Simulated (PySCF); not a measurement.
Level of theory: B3LYP-D3(BJ)/def2-TZVP (PySCF). All species are isolated molecules in the gas phase. One relaxed conformer stands for a flexible species; it need not be the lowest. B3LYP has the VWN-RPA correlation part, as in Gaussian. Excitations are Tamm–Dancoff values on a coarser integration grid. The basis has no diffuse functions, so Rydberg states are missing or too high.

Reference species (SMILES): `[H]/B=C/O` (B–C–O–H torsion 0°) (neutral, multiplicity 1).

```json
{
 "S1–T1 gap (TDA)": "0.48 eV",
 "S1 oscillator strength": "0.000",
 "S1 excitation (TDA)": "1.87 eV"
}
```

After one change: the S1–T1 gap (TDA) rises by 0.59 eV; the S1 oscillator strength stays essentially unchanged; the S1 excitation (TDA) rises by 6.36 eV.

Question: Name the change that produced these shifts. The new species is one of these.
(A) `B1CO1`
(B) `BC=O` (H–B–C–O torsion 86°)
(C) `C=BO` (C–B–O–H torsion 180°)
(D) `CB=O`

Answer: D, `CB=O`
